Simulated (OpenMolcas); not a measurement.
## Rh III: effect of the active space

* Program: OpenMolcas
* Method: MS-CASPT2, IPEA 0.25 Eh, imaginary shift 0.1 Eh
* Basis: ANO-RCC-VQZP
* Scalar Hamiltonian: DKH2, point nucleus
* Spin-orbit coupling: RASSI with atomic mean-field integrals over the reference wave functions, term energies averaged over their components

A. 7 electrons in 5 orbitals (4d); 2S+1 = 4 even, 10 roots; 2S+1 = 2 even, 40 roots; closed shells correlated: 4s 4p; CASPT2 step about 22 core-seconds
B. 7 electrons in 6 orbitals (4d 5s); 2S+1 = 4 even, 60 roots; 2S+1 = 6 even, 5 roots kept (CI in the orbitals of an earlier block); 2S+1 = 2 even, 110 roots kept (CI in the orbitals of an earlier block); closed shells correlated: 4s 4p; CASPT2 step about 100 core-seconds
C. 7 electrons in 10 orbitals (4d 5d); 2S+1 = 4 even, 10 roots; 2S+1 = 2 even, 40 roots; closed shells correlated: 4s 4p; CASPT2 step about 40 core-minutes

Energies in cm⁻¹ above 4d⁷ ⁴F_9/2, the measured ground level; measured values from the list in Shadmi, J. Res. Natl. Bur. Stand. 70A, 435 (1966).

```tsv
Level	A	B	C	Measured
4d⁷ ⁴F_9/2	0.0	0.0	0.0	0.0
4d⁷ ⁴F_7/2	2130	2250	2100	2148
4d⁷ ⁴F_5/2	3480	3650	3420	3486
4d⁷ ⁴F_3/2	4330	4520	4250	4322
4d⁷ ⁴P_3/2 [74 %]	11580	11080	11320	10997
4d⁷ ⁴P_5/2	11720	11200	11410	11062
4d⁷ ⁴P_1/2	13100	12680	12780	
4d⁷ ²G_9/2	13250	13070	13250	
4d⁷ ²G_7/2	15320	15220	15320	
4d⁷ ²P_3/2 [52 %]	16480	16200	16440	
4d⁷ ²H_11/2	17930	17860	17920	
4d⁷ ²P_1/2	18360	18250	18420	
4d⁷ ²D_5/2(1)	18760	18420	18810	
4d⁷ ²H_9/2	20040	20080	20010	
4d⁷ ²D_3/2(1) [71 %]	22150	21980	22230	
4d⁷ ²F_5/2	27510	26980	27480	
4d⁷ ²F_7/2	28570	28080	28570	
4d⁷ ²D_3/2(2)	44030	43420	43950	
4d⁷ ²D_5/2(2)	45030	44420	45100
```

Deviations, from unrounded energies. A percentage is the sum of absolute deviations over the sum of measured energies, with the sign that they share, or ± where signs differ.

```json
{"Against measurement": "mean absolute deviation (cm-1)", "Levels": "5", "A": "250", "B": "140", "C": "170"}
{"Against measurement": "fine structure of the ground term (%)", "Levels": "3", "A": "±0.3", "B": "+4.7", "C": "-1.9"}
{"Against measurement": "other terms of the ground configuration (%)", "Levels": "2", "A": "+5.6", "B": "+1.0", "C": "+3.1"}
```

B lies closest to measurement on these levels and A furthest from it. The largest miss of B in the table is 4d⁷ ⁴F_3/2, by +200 cm-1. The ranking rests on the paired levels alone, and a cruder setting can come out closer through cancelling errors.

The two smallest mean deviations differ by little beside CASPT2's spread within terms, so their order carries little weight.

Among A to C the level of the table that moves most is 4d⁷ ²D_5/2(2), by 680 cm-1 (lowest in B, highest in C). Moves below CASPT2's spread within the term are not significant.

Term energies are means over components that CASPT2 splits; among the terms shown or strongly mixed into the levels shown the widest spread is 1500 cm-1 (4d⁷ ⁴F, B). Levels of configurations with an s electron are missing; early in the row they begin among the upper levels of the d shell and mix with terms of their name (holds for A). Blocks of more than 70 roots (2S+1 = 2 even) ran without multistate coupling (holds for B). Terms from blocks run as CI alone lack orbitals of their own (holds for B). Active for correlation alone: 5d; no level in the range computed is led by a configuration that fills it, so any true level of that kind is missing (holds for C). The CASPT2 spread within a term exceeds the gap to the next term for 4d⁷ ²H and 4d⁷ ²D(1), so the order of their levels is uncertain (holds for C). Measured partners are found by configuration, term and J. A level has none where our copy of the source lacks it or the pairing is in doubt (some pairs that miss far off the trend of their configuration count as doubtful), and it then counts in no deviation. Only configurations of the active space appear. Levels that lie high or do not pair safely by name in every column are left out.

A share in square brackets marks a mixed level and gives the weight of the term that names it, the lowest over the columns. A number in round brackets counts repeated terms of one configuration in the order of the reference energies.
